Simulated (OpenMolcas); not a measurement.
## Ta4+: moving or changing the point charges

Ta4+ among 5 point charges of -2 e arranged as a trigonal bipyramid (D3h), 2.11 Å from the ion, with the axial distance 2.363 Å.

| Property | Result |
| --- | --- |
| Program | OpenMolcas 26.06 |
| Method | SS-CASPT2, IPEA 0.25 Eh, imaginary shift 0.1 Eh (closed shells correlated: 4f 5s 5p) |
| Basis | ANO-RCC-VDZP [7s6p4d2f1g] |
| Scalar Hamiltonian | DKH2, point nucleus |
| Active space | 1 electron in 5 orbitals (5d) |
| State averaging | 2S+1 = 2 even, 5 roots |
| Spin-orbit coupling | RASSI with atomic mean-field integrals over the reference wave functions |

Runs around this geometry, states (labels of D3, the rotations of D3h). Energies in cm-1 above the lowest state or level, χT in cm3 K/mol.

| R (Å) | q (e) | Axial / equatorial distance | Ground state | First state of that spin | First gap with spin-orbit (degeneracies) | χT at 300 K |
| --- | --- | --- | --- | --- | --- | --- |
| 2.11 | -2 | 1.03 | 2E | 2E 520 | 1360 (2, 2) | 0.190 |
| 2.11 | -1 | 1.12 | 2E | 2E 2370 | 420 (2, 2) | 0.216 |
| 1.95 | -2 | 1.12 | 2E | 2E 3780 | 910 (2, 2) | 0.085 |
| 2.11 | -2 | 1.12 | 2E | 2E 3490 | 750 (2, 2) | 0.123 |
| 2.25 | -2 | 1.12 | 2E | 2E 3000 | 580 (2, 2) | 0.163 |

Taking the first state of the same spin as R^-n, n = -ln(3000 / 3780) / ln(2.25 / 1.95) = 1.6 between the shortest and longest distance.

Scaling the charges by -1 / -2 = 0.50 scales the first state of the same spin by 2370 / 3490 = 0.68; with fixed orbitals a first-order splitting would follow the charge.

Roots that are degenerate in the reference are averaged as groups; the widest CASPT2 spread within a group is 78 cm-1 (the 2-fold group of multiplicity 2 near 2370 cm-1 above the lowest state of its run, R = 2.11, q = -1, ratio = 1.12). Shifts and gaps below about the spread of the groups concerned are not significant. An orbital doublet at a regular site is open to a Jahn-Teller distortion, which this geometry leaves out. Free-ion shares, where given, are those of the reference states; single-state CASPT2 does not remix them. This is an electrostatic model: the charges have no orbitals. No measured value stands beside these numbers.
